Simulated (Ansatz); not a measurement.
BFO, triplet, geometry from GFN2-xTB (a higher spin typed on purpose: for a closed-shell molecule this is an excited state). Base run: PBE0/STO-3G (Ansatz, a program for electronic structure).

The Ansatz input:
Ansatz 0.2 input:
```yaml
crystal:
  periodic: [false, false, false]
  atoms:
    - {symbol: F, position_ang: [-0.99621526, 0.24724638, 0.11745443]}
    - {symbol: B, position_ang: [0.04267924, -0.54682470, -0.35213529]}
    - {symbol: O, position_ang: [1.09406763, 0.06361327, 0.08794831]}
basis:
  gaussian:
    orbitals: STO-3G
hamiltonian:
  xc: pbe0
magnetization: {spin_polarized: true, initial_magnetization: 2}
```

The base run was repeated with changes; each row names its change, and settings that it needs were set with it.

```csv
change,ΔE vs base (eV)
base,0.00
symmetry_tolerance_ang = 0.01,0.00
occupation = up:A':11 A'':1 down:A':8 A'':2,15.59
occupation = up:A':9 A'':3 down:A':8 A'':2,4.93
occupation = up:A':10 A'':2 down:A':8 A'':2,0.00
```
